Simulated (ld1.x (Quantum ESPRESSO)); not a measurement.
**Pb (Z = 82): TM semilocal pseudisation with PBE, scalar-relativistic reference atom.**

```json
{
  "Element": "lead (Pb)",
  "Generator": "ld1.x (Quantum ESPRESSO) 7.5",
  "Type": "norm-conserving Troullier–Martins (semilocal form)",
  "Functional": "PBE",
  "Relativity": "scalar-relativistic",
  "Frozen core": "[Xe] 4f14 5d10",
  "Valence charge": "4",
  "Reference configuration": "6s1.75 6p2.25",
  "Partial waves": "6s (bound): rc 1.50 bohr; 6p (bound): rc 2.75 bohr",
  "Local potential": "the p channel",
  "Core correction": "none"
}
```

All-electron outer shells of the reference configuration (PBE, scalar-relativistic, ld1.x):

| shell | level (eV) | outermost node (bohr) | outermost maximum (bohr) |
| --- | --- | --- | --- |
| 5p | -86.30 | 0.49 | 0.88 |
| 5d | -21.62 | 0.52 | 1.07 |
| 6s | -12.33 | 1.01 | 1.95 |
| 6p | -3.68 | 1.18 | 2.63 |

(1) Estimate the cutoffs (Ry, on a coarse ladder) from which the occupation-weighted sum of valence levels, in a spherical-Bessel basis at the reference potential, stays within 10 and 1 mRy of its value at 400 Ry.

(2) Which valence shell sets the plane-wave cutoff?

(3) Tests: 6s2 6p2; 6s2 6p1; 6s2 6p0; 6s2 6p2.3; 6s0 6p4; 6s1 6p3; 6s1 6p2. Which has the largest error in its energy relative to the reference configuration, and how large is it?

## Answers

(1) 40 Ry and 160 Ry.

(2) 6s: its level needs 140 Ry to come within 1 mRy, against 12 Ry for 6p.

(3) 6s0 6p4, with +147 meV (all-electron minus pseudo) on +15.69 eV.
